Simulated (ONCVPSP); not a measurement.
Potentials for Mo compared

Generated with ld1.x 7.5 (TM, RRKJ, ultrasoft, PAW), atompaw 4.2 or ONCVPSP 4.0.1. The cutoff is in Ry: for ld1.x and atompaw files where the sum of valence levels is converged to 10 mRy in a Bessel basis, for ONCV files where the hardest occupied wave has 1 mHa per electron of residual kinetic energy. The error is the largest all-electron minus pseudo excitation energy over each file’s own four to seven test configurations (ionisations up to +4, promotions, holes and added fractions of an electron), all of which were solved. The labels leave out finer settings (local radius, basis sizes, second energies), which also bear on the numbers. Spin-polarised tests are not counted. The rows are a selection from randomly drawn settings: files with unsolved tests, undetermined cutoffs or missed reference levels are left out.

A true bound ghost makes a file unfit for plane-wave use even where its test errors are small: the radial tests pick states by their node count and pass the ghost by.

```tsv
potential	cutoff (Ry)	largest error (meV)	bound ghosts
ONCV, PBE, fully relativistic, rc 1.45/2.35/2.14 (spd), local smoothed, core correction yes, reference 4s2 4p6 4d5 5s0.5 5p0.5, qcut 6.5/7.5/6.7, projectors 2/2/3	63	+0.9	none
ONCV, PBE, scalar-relativistic, rc 1.65/2.05/1.65 (spd), local d, core correction yes, reference 4s2 4p6 4d5 5s1, qcut 9/7.2/9, projectors 2/2/0	49	+4.2	none
ONCV, LDA (Perdew-Wang 92), scalar-relativistic, rc 2.35/2.05/2.45/2.15 (spdf), local p, core correction yes, reference 4p6 4d5.5 5s0.5, qcut 2.3/6.1/6.2/5.3, projectors 2/0/2/2	27	-193	none
ONCV, PBE, scalar-relativistic, rc 1.50/1.45/1.75 (spd), local smoothed, core correction yes, reference 4s2 4p6 4d4 5s2, qcut 6.7/9.1/5.6, projectors 2/2/2	54	-6.2	none
ONCV, PBE, scalar-relativistic, rc 2.05/1.55/2.20 (spd), local smoothed, core correction yes, reference 4s2 4p6 4d5 5s1, qcut 7.7/7.6/6.9, projectors 2/3/1	42	+4.7	none
ONCV, PBE, scalar-relativistic, rc 1.60/1.30/1.90/2.05 (spdf), local smoothed, core correction no, reference 4s2 4p6 4d4 5s2, qcut 7.8/7.3/8.2/4.9, projectors 2/2/2/2	47	-6.1	none
```

Q: Fill in the row for Mo: ONCV, PW91, fully relativistic, rc 1.75/1.45/2.50 (spd), local smoothed, core correction yes, reference 4s2 4p6 4d4, qcut 7.9/7.7/7.4, projectors 1/1/1.

A: cutoff 48 Ry, largest error +661 meV, bound ghosts: none.

Q: Fill in the row for Mo: ONCV, LDA (Perdew-Zunger), scalar-relativistic, rc 2.95/2.80/2.05 (spd), local smoothed, core correction yes, reference 4d5.5 5s0.5, qcut 1.8/2.4/6.5, projectors 1/2/3.

A: cutoff 31 Ry, largest error -188 meV, bound ghosts: s.
